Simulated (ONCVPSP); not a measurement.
# Ta: one change to an ONCV potential, before and after

ONCVPSP 4.0.1 input, shortened (lines: element, Z, core and valence counts, functional; n l f; lmax; l rc ep ncon nbas qcut; lloc lpopt rc5 dvloc0; l nproj debl; icmod fcfact rcfact), revPBE, scalar-relativistic:

```
  Ta 73.00   12    2  -102130      upf
    1    0    2.00
    2    0    2.00
    2    1    6.00
    3    0    2.00
    3    1    6.00
    3    2   10.00
    4    0    2.00
    4    1    6.00
    4    2   10.00
    4    3   14.00
    5    0    2.00
    5    1    6.00
    5    2    3.00
    6    0    2.00
    2
    0    2.70    0.00    5    8    2.30
    1    2.70    0.15    4    7    3.60
    2    3.05    0.00    3    7    6.20
    0    5    2.70    0.00
    0    0    0.30
    1    2    3.10
    2    2    1.20
    3    2.50    1.75
```

In the p channel the program set the typed energies aside and used 0.050, 3.150 Ha.

All-electron outer shells of the reference configuration (revPBE, scalar-relativistic, ld1.x):

| shell | level (eV) | outermost node (bohr) | outermost maximum (bohr) |
| --- | --- | --- | --- |
| 4f | -24.67 | – | 0.44 |
| 6s | -5.39 | 1.32 | 2.78 |
| 5d | -3.54 | 0.65 | 1.58 |

Change: d: qcut 4.8.

Cutoffs: the cutoffs (Ha) at which the residual kinetic energy of the hardest occupied pseudo-wave falls to 1 and 0.1 mHa per electron; they do not see the model core or the augmentation charge, which bear on the density cutoff. Errors are all-electron minus pseudo energies relative to the spin-unpolarised reference configuration.

Task: Predict the effect on cutoff, ghosts and configuration errors.

Result: The potential gets softer (10 Ha and 12 Ha → 8.2 Ha and 9.5 Ha); of the 4 tests that both files solve, the error grows in 0 and shrinks in 1 by more than 15 % and 0.3 meV (median size 335.8 → 315.1 meV); neither file shows a bound ghost. The waves are optimised to have the least kinetic energy above qcut, so the cutoff follows it (qcut²/2 in Ha).

```csv
quantity,base,changed
"cutoff, loose",10 Ha,8.2 Ha
"cutoff, tight",12 Ha,9.5 Ha
loose cutoff by channel,"s 3.0 Ha, d 10 Ha","s 3.0 Ha, d 8.2 Ha"
bound ghosts,none,none
GHOST(+) flags under 300 eV,none,none
"error for 5d3 6s1, meV [ΔE 8.39 eV]",-92,-90
"error for 5d3 6s0, meV [ΔE 23.22 eV]",-463,-463
"error for 5d2 6s0, meV [ΔE 46.72 eV]",-879,-860
"error for 5d4 6s0, meV [ΔE 9.79 eV]",-209,-168
s: phases at 2.73 bohr within 0.05 rad from the reference energy up to (Ha; the scan ends near 5),1.3,1.3
p: phases at 2.73 bohr within 0.05 rad from the reference energy up to (Ha; the scan ends near 5),0.5,0.5
d: phases at 3.10 bohr within 0.05 rad from the reference energy up to (Ha; the scan ends near 5),3.2,3.1
"rms error of d²Exc/dni dnj with the model core, mHa",3.81,3.62
```

Changed file: The cutoffs count occupied waves only; projector 2 of the p channel, the hardest unoccupied one, needs 23 Ha at the loose tolerance.
